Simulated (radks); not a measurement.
Spherical quantum dot in the effective-mass picture: electrons in a well V = -V0 / (1 + exp((r - R)/a)) with V0 = 4.52, R = 9.55, a = 0.88, with a point charge +1 (a donor) at the centre, all in effective atomic units (hartree* = m*/eps^2 hartree, bohr* = eps/m* bohr), one dielectric constant everywhere. Calculated with a radial shooting solver with Libxc functionals: non-relativistic Kohn-Sham, LDA (Slater exchange, Perdew-Wang correlation), spin-polarised, spherical densities. Levels are named by radial order and angular momentum (1s, 1p, 1d, 2s, ...), and open shells are averaged over m.

N = 19, configuration 1s2 1p6 1d10 2s(up 1, down 0). This is the lowest configuration that the search found. Occupied and some empty levels:

level,occupation,eigenvalue (hartree*),<r> (bohr*)
1s up,1,-1.8353,4.480
1s down,1,-1.8202,5.782
1p up,3,-1.7852,6.148
1p down,3,-1.7843,6.162
2s up,1,-1.7648,3.373
1d up,5,-1.7266,6.349
1d down,5,-1.7260,6.351
2s down,0,-1.6651,2.672
1f up,0,-1.6465,6.524
1f down,0,-1.6459,6.524
1g up,0,-1.5468,6.685
1g down,0,-1.5463,6.685
2p up,0,-1.4733,4.639
2p down,0,-1.4615,4.798

Energy (hartree*): total -59.4673, kinetic 3.2716, external -86.259, Hartree 27.181, exchange-correlation -3.6604.

Electron density:

r (bohr*),n(r) (e/bohr*^3)
0.872,0.05197
1.81,0.009425
2.74,0.003267
3.68,0.004088
4.61,0.007705
5.55,0.01192
6.48,0.01199
7.42,0.006145
8.35,0.001225
9.29,0.00007983
10.2,1.885e-06
11.2,2.211e-08
